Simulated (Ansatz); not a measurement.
Geometry optimisation, Ansatz 0.2.0, RKS PBE-D4/6-31G.

Input:

```yaml
crystal:
  periodic: [false, false, false]
  atoms:
    - { symbol: "N", position_ang: [-1.0367, -1.2206, 1.8045] }
    - { symbol: C, position_ang: [0.2048, -1.4241, 1.1789] }
    - { symbol: C, position_ang: [1.41295, -1.3028, 2.07406] }
    - { symbol: C, position_ang: [1.5321, -1.11144, 3.34846] }
    - { symbol: Si, position_ang: [3.01691, -0.9455, 4.38671] }
    - { symbol: H, position_ang: [-1.8057, -1.2169, 1.0747] }
    - { symbol: H, position_ang: [-1.0766, -0.222, 2.1578] }
    - { symbol: H, position_ang: [0.33223, -0.72458, 0.3655] }
    - { symbol: H, position_ang: [0.16122, -2.45937, 0.7212] }
    - { symbol: H, position_ang: [2.3409, -1.51909, 1.5073] }
    - { symbol: H, position_ang: [0.55785, -0.89807, 3.95268] }
    - { symbol: H, position_ang: [3.10522, 0.36521, 4.9893] }
    - { symbol: H, position_ang: [4.18368, -1.18293, 3.59506] }
    - { symbol: H, position_ang: [2.92063, -1.97262, 5.49279] }
basis:
  gaussian: { orbitals: "6-31G" }
hamiltonian:
  xc: pbe
  dispersion: d4
relax:
  f_tol: 0.015
  max_steps: 40
```

Launched with:

```bash
$ ansatz run input.yaml --threads 1 --pin off --max-ram 2048MiB --backend cpu --events-out ev --progress --plain --runs-dir out
```

Where does it end, and by what steps?

The run converged. Limits of this set-up: no polarisation functions. After 12 steps the energy has fallen by 0.753 eV; H6 moved furthest, 0.41 Å.

```
step  energy less start (eV)  largest force component (eV/Å)  accepted
   0                  0.0000                           3.845       yes
   1                 -0.5974                           1.804       yes
   2                 -0.7017                           0.629       yes
   3                 -0.7292                           0.574       yes
   4                 -0.7116                           0.606        no
   5                 -0.7482                           0.090       yes
   6                 -0.7498                           0.081       yes
   7                 -0.7480                           0.110        no
   8                 -0.7519                           0.129       yes
   9                 -0.7471                           0.259        no
  10                 -0.7524                           0.049       yes
  11                 -0.7520                           0.061        no
  12                 -0.7526                           0.010       yes
```

```xyz
14
Properties=species:S:1:pos:R:3
N -0.994 -1.022 1.811
C 0.230 -1.415 1.123
C 1.460 -1.320 2.005
C 1.427 -1.105 3.339
Si 2.972 -0.975 4.424
H -1.860 -1.399 1.433
H -1.058 -0.033 2.051
H 0.439 -0.839 0.187
H 0.113 -2.467 0.795
H 2.418 -1.431 1.476
H 0.435 -1.020 3.804
H 3.067 0.374 5.116
H 4.212 -1.155 3.569
H 2.988 -2.029 5.516
```

Run time: 57 s on 1 thread of Arm Neoverse V1 (shared host), peak memory 0.15 GiB.
